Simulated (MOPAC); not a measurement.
MOPAC input (AM1):

```
AM1 1SCF GEO-OK AUX(PRECISION=9) THREADS=1
H4BO2P

O    -0.99833100 1    1.33813000 1    0.31779800 1
B    -0.49002000 1    0.08318600 1    0.11462000 1
O    -1.34000000 1   -0.97632500 1    0.18243300 1
P     1.35053900 1   -0.26493200 1   -0.40923200 1
H    -0.35611200 1    2.05118500 1    0.27371000 1
H    -2.24856000 1   -0.71293500 1    0.37675800 1
H     1.94961500 1    0.68821200 1    0.45409100 1
H     1.55372400 1   -1.36284700 1    0.45897800 1
```

From the output:

```
                                                       MOPAC v23.2.5 Linux

          FINAL HEAT OF FORMATION =       -136.51195 KCAL/MOL =    -571.16602 KJ/MOL

          COSMO AREA              =        104.88 SQUARE ANGSTROMS
          COSMO VOLUME            =         88.75 CUBIC ANGSTROMS

          IONIZATION POTENTIAL    =         10.244711 EV
          HOMO LUMO ENERGIES (EV) =        -10.245  0.238
          NO. OF FILLED LEVELS    =         12
          MOLECULAR WEIGHT        =         77.8142         POINT GROUP:  C1

          MOLECULAR DIMENSIONS (Angstroms)

            Atom       Atom       Distance
            H     7    H     6     4.42650
            H     8    H     5     3.84692
            H     6    P     4     0.87917

          SCF CALCULATIONS        =          1

   ATOM   CHEMICAL          X               Y               Z
  NUMBER   SYMBOL      (ANGSTROMS)     (ANGSTROMS)     (ANGSTROMS)

     1       O         -0.99833100  *   1.33813000  *   0.31779800  *
     2       B         -0.49002000  *   0.08318600  *   0.11462000  *
     3       O         -1.34000000  *  -0.97632500  *   0.18243300  *
     4       P          1.35053900  *  -0.26493200  *  -0.40923200  *
     5       H         -0.35611200  *   2.05118500  *   0.27371000  *
     6       H         -2.24856000  *  -0.71293500  *   0.37675800  *
     7       H          1.94961500  *   0.68821200  *   0.45409100  *
     8       H          1.55372400  *  -1.36284700  *   0.45897800  *

                             CARTESIAN COORDINATES

   1    O       -0.998331000     1.338130000     0.317798000
   2    B       -0.490020000     0.083186000     0.114620000
   3    O       -1.340000000    -0.976325000     0.182433000
   4    P        1.350539000    -0.264932000    -0.409232000
   5    H       -0.356112000     2.051185000     0.273710000
   6    H       -2.248560000    -0.712935000     0.376758000
   7    H        1.949615000     0.688212000     0.454091000
   8    H        1.553724000    -1.362847000     0.458978000

           Empirical Formula: H4 O2 B P  =     8 atoms

      MOLECULAR POINT GROUP   :   C1

                  EIGENVALUES
 -38.37456 -36.88134 -22.60943 -20.45368 -19.04055 -16.28803 -14.95745 -14.61564
 -12.78460 -12.72624 -11.79612 -10.24471   0.23847   1.27047   1.70066   2.68565
   3.46138   4.32390   6.52892   7.38747

              NET ATOMIC CHARGES AND DIPOLE CONTRIBUTIONS

  ATOM NO.   TYPE          CHARGE      No. of ELECS.   s-Pop       p-Pop
    1          O          -0.351654        6.3517     1.83498     4.51668
    2          B           0.170419        2.8296     1.20521     1.62437
    3          O          -0.295911        6.2959     1.84130     4.45461
    4          P          -0.073374        5.0734     1.81492     3.25845
    5          H           0.247775        0.7522     0.75222
    6          H           0.234434        0.7656     0.76557
    7          H           0.016206        0.9838     0.98379
    8          H           0.052105        0.9479     0.94789
 DIPOLE           X         Y         Z       TOTAL
 POINT-CHG.     0.299     0.640     0.342     0.785
 HYBRID        -0.383     0.691     1.971     2.123
 SUM           -0.085     1.331     2.313     2.670

          ATOMIC ORBITAL ELECTRON POPULATIONS

     Atom    s        px        py        pz
    1  O   1.83498   1.44958   1.23603   1.83107
    2  B   1.20521   0.65338   0.61344   0.35755
    3  O   1.84130   1.23377   1.41627   1.80457
    4  P   1.81492   1.02385   1.03568   1.19892
    5  H   0.75222
    6  H   0.76557
    7  H   0.98379
    8  H   0.94789

 **********************
 *                    *
 * JOB ENDED NORMALLY *
 *                    *
 **********************

 == MOPAC DONE ==
```

The geometry given is a B3LYP-D3(BJ)/def2-TZVP minimum.
